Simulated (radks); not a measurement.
Tm27+, 42 electrons, occupied as [Kr] 4d6. Method: Dirac Kohn-Sham, LB94 model potential, spin-unpolarised, spherical densities, finite nucleus; open shells fill j = l - 1/2 first; Fermi nuclear charge, rms radius 5.2256 fm; computed with a radial shooting solver on a logarithmic mesh with Libxc functionals. Some entries of the table are withheld. Estimate them.

orbital  occ.  eigenvalue (Ry)  <r> (bohr)
1s1/2       2              (1)     0.01999
2s1/2       2        -807.1828     0.08416
2p1/2       2        -773.3172         (2)
2p3/2       4        -700.6913         (3)
3s1/2       2        -235.3213      0.2192
3p1/2       2        -220.3304      0.2088
3p3/2       4        -204.8618      0.2222
3d3/2       4        -179.2350      0.1954
3d5/2       6        -175.8401      0.1996
4s1/2       2        -95.31817      0.4649
4p1/2       2        -89.12420      0.4654
4p3/2       4        -84.84789      0.4886
4d3/2       4        -74.58473      0.4856
4d5/2       2        -73.69329      0.4924
5s1/2       0        -51.63039      0.8319
5p1/2       0              (4)      0.8463
5p3/2       0              (5)      0.8765

Answer. 
(1) 1s1/2 eigenvalue (Ry): -4436.270
(2) 2p1/2 <r> (bohr): 0.06991
(3) 2p3/2 <r> (bohr): 0.07731
(4) 5p1/2 eigenvalue (Ry): -48.86140
(5) 5p3/2 eigenvalue (Ry): -47.17225
